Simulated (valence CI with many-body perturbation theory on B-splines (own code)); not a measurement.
E1 transitions of Rh⁴⁰⁺

Level of theory: configuration interaction combined with many-body perturbation theory (CI+MBPT): three valence electrons over a frozen Dirac-Fock core [He], radial functions for each j: 11 s, 11 p, 10 d, 8 f, 5 g, 2 h, with the one-electron correlation potential Σ1, the two-electron term Σ2, the three-electron term Σ3, Breit, model QED; selected CI, second order for the rest, scaled by the run's own slope (own B-spline code, finite nucleus).

The last digits are not significant, and no measured levels were compared; by estimate large intervals hold to a few tenths of a per cent, small ones and those within an open d or f shell to about a per cent.

Lines 201 to 250 of 532 in falling wavelength, among levels below 5014.7 eV, chosen from the strongest by gf and those to the six lowest levels. Wavelengths and rates use the calculated energies. Electric multipoles are in the length gauge, E1 and E2 with the static RPA response of the core. Weak lines are less certain than strong ones. Lines between different terms over intervals too small for the method are left out, as are lines whose strength nearly cancels. The highest levels of a list are the least certain.

Levels are named by their leading jj configuration (3d3/2^4 stands for four electrons in 3d with j = 3/2), which in mixed levels can hold well under half, so a name can repeat and another be missing. Letters in brackets count levels of one name in rising energy.

```
λ vac (nm)                       Upper                       Lower   A (s⁻¹)  log gf  Branch %
     1.081      (2s 2p3/2 4f5/2) J=7/2      (2s 2p3/2 3d3/2) J=7/2  1.07e+13    0.18      26.4
     1.081      (2s 2p3/2 4f5/2) J=3/2  (2s 2p3/2 3d3/2) J=1/2 [a]  1.20e+13   -0.07      29.5
     1.081      (2s 2p3/2 4f5/2) J=5/2  (2s 2p3/2 3d3/2) J=3/2 [a]  1.94e+13    0.31      47.7
     1.081      (2s 2p3/2 4f5/2) J=5/2      (2s 2p3/2 3d3/2) J=7/2  1.82e+12   -0.72       4.5
     1.080      (2s 2p3/2 4f5/2) J=1/2  (2s 2p3/2 3d3/2) J=1/2 [a]  3.05e+13    0.03      74.9
     1.080      (2s 2p1/2 4f5/2) J=7/2  (2s 2p1/2 3d5/2) J=5/2 [a]  7.44e+12    0.02      18.4
     1.080      (2s 2p3/2 4f5/2) J=9/2      (2s 2p3/2 3d3/2) J=7/2  3.26e+13    0.76      81.1
     1.080       (2p1/2^2 4f5/2) J=5/2       (2p1/2^2 3d3/2) J=3/2  3.67e+13    0.59      91.2
     1.080      (2s 2p3/2 4f5/2) J=3/2  (2s 2p3/2 3d3/2) J=3/2 [a]  2.13e+13    0.17      52.3
     1.080  (2s 2p1/2 4f5/2) J=5/2 [b]  (2s 2p1/2 3d5/2) J=5/2 [a]  3.11e+12   -0.49       7.7
     1.079      (2s 2p3/2 4f7/2) J=9/2      (2s 2p3/2 3d5/2) J=9/2  1.86e+12   -0.49       4.7
     1.079      (2s 2p3/2 4f5/2) J=1/2  (2s 2p3/2 3d3/2) J=3/2 [a]  8.03e+12   -0.55      19.7
     1.079     (2s 2p3/2 4f7/2) J=11/2      (2s 2p3/2 3d5/2) J=9/2  4.00e+13    0.92      99.9
     1.079      (2s 2p3/2 4f5/2) J=7/2  (2s 2p3/2 3d3/2) J=5/2 [a]  2.77e+13    0.59      68.4
     1.079      (2s 2p3/2 4f5/2) J=5/2  (2s 2p3/2 3d3/2) J=5/2 [a]  1.59e+13    0.22      39.2
     1.078      (2s 2p3/2 4f7/2) J=7/2      (2s 2p3/2 3d3/2) J=7/2  2.08e+12   -0.54       5.2
     1.078          (2s^2 4f5/2) J=5/2          (2s^2 3d3/2) J=3/2  3.45e+13    0.56      84.7
     1.078      (2s 2p3/2 4f5/2) J=3/2  (2s 2p3/2 3d3/2) J=5/2 [a]  3.64e+12   -0.60       9.0
     1.077  (2s 2p1/2 4f7/2) J=7/2 [b]  (2s 2p1/2 3d5/2) J=5/2 [a]  4.36e+12   -0.22      11.0
     1.075  (2s 2p1/2 4f5/2) J=5/2 [a]  (2s 2p1/2 3d3/2) J=3/2 [a]  3.27e+13    0.53      80.8
     1.072      (2s 2p1/2 4f5/2) J=7/2      (2s 2p1/2 3d3/2) J=5/2  2.68e+13    0.57      66.2
     1.072  (2s 2p1/2 4f5/2) J=5/2 [b]      (2s 2p1/2 3d3/2) J=5/2  5.04e+12   -0.28      12.4
     1.069         (2s 2p3/2 4s) J=5/2      (2s 2p3/2 3p1/2) J=5/2  1.35e+12   -0.86       8.7
     1.068       (2p1/2^2 4d3/2) J=3/2       (2p1/2^2 3p3/2) J=3/2  3.28e+12   -0.65      10.2
     1.067         (2s 2p3/2 4s) J=5/2  (2s 2p3/2 3p1/2) J=3/2 [a]  1.12e+12   -0.94       7.2
     1.067      (2s 2p3/2 4d3/2) J=3/2  (2s 2p3/2 3p3/2) J=5/2 [a]  1.71e+12   -0.93       1.8
     1.067          (2s^2 4d5/2) J=5/2         (2s 2p1/2 3s) J=3/2  4.86e+12   -0.30       5.6
     1.064  (2s 2p1/2 4d3/2) J=3/2 [a]  (2s 2p1/2 3p3/2) J=3/2 [a]  3.07e+12   -0.68       6.7
     1.064  (2s 2p1/2 4d3/2) J=3/2 [b]  (2s 2p1/2 3p3/2) J=3/2 [b]  2.92e+12   -0.70       3.3
     1.064      (2s 2p1/2 4d3/2) J=5/2      (2s 2p1/2 3p3/2) J=5/2  4.14e+12   -0.38      10.9
     1.061      (2s 2p3/2 4d5/2) J=3/2  (2s 2p3/2 3p3/2) J=1/2 [a]  4.11e+12   -0.56       6.2
     1.061      (2s 2p3/2 4d5/2) J=5/2  (2s 2p3/2 3p3/2) J=5/2 [a]  7.23e+12   -0.14       9.1
     1.061       (2p1/2^2 4d5/2) J=5/2       (2p1/2^2 3p3/2) J=3/2  1.93e+13    0.29      23.8
     1.059  (2s 2p1/2 4f5/2) J=5/2 [b]  (2s 2p1/2 3d3/2) J=3/2 [a]  3.77e+12   -0.42       9.3
     1.059      (2s 2p3/2 4d5/2) J=3/2      (2s 2p3/2 3p1/2) J=1/2  2.60e+12   -0.76       3.9
     1.058      (2s 2p3/2 4d5/2) J=7/2  (2s 2p3/2 3p3/2) J=5/2 [a]  1.51e+13    0.31      12.8
     1.057      (2s 2p3/2 4d5/2) J=1/2  (2s 2p3/2 3p3/2) J=1/2 [a]  8.47e+12   -0.55       9.9
     1.057      (2s 2p1/2 4d5/2) J=3/2  (2s 2p1/2 3p3/2) J=3/2 [b]  3.25e+12   -0.66       4.0
     1.057  (2s 2p1/2 4d5/2) J=5/2 [a]  (2s 2p1/2 3p3/2) J=3/2 [a]  1.89e+13    0.28      23.2
     1.057  (2s 2p1/2 4d5/2) J=5/2 [b]  (2s 2p1/2 3p3/2) J=3/2 [b]  1.74e+13    0.24      20.4
     1.057      (2s 2p1/2 4d5/2) J=7/2      (2s 2p1/2 3p3/2) J=5/2  1.97e+13    0.42      24.0
     1.056      (2s 2p3/2 4d3/2) J=1/2  (2s 2p3/2 3p3/2) J=3/2 [a]  3.79e+12   -0.90       4.4
     1.055      (2s 2p3/2 4d5/2) J=1/2      (2s 2p3/2 3p1/2) J=1/2  5.74e+12   -0.72       6.7
     1.055          (2s^2 4d3/2) J=3/2          (2s^2 3p3/2) J=3/2  2.58e+12   -0.76       2.9
     1.054  (2s 2p1/2 4d5/2) J=5/2 [b]      (2s 2p1/2 3p3/2) J=5/2  1.81e+12   -0.74       2.1
     1.054      (2s 2p3/2 4d3/2) J=5/2      (2s 2p3/2 3p3/2) J=7/2  1.19e+12   -0.93       1.3
     1.053      (2s 2p3/2 4d3/2) J=7/2      (2s 2p3/2 3p3/2) J=7/2  6.01e+12   -0.10       8.0
     1.052      (2s 2p1/2 4d5/2) J=3/2      (2s 2p1/2 3p3/2) J=1/2  1.45e+13   -0.02      17.9
     1.052      (2s 2p3/2 4d5/2) J=9/2      (2s 2p3/2 3p3/2) J=7/2  2.02e+13    0.53      99.7
     1.050      (2s 2p3/2 4d5/2) J=5/2  (2s 2p3/2 3p3/2) J=3/2 [a]  1.12e+13    0.05      14.1
```
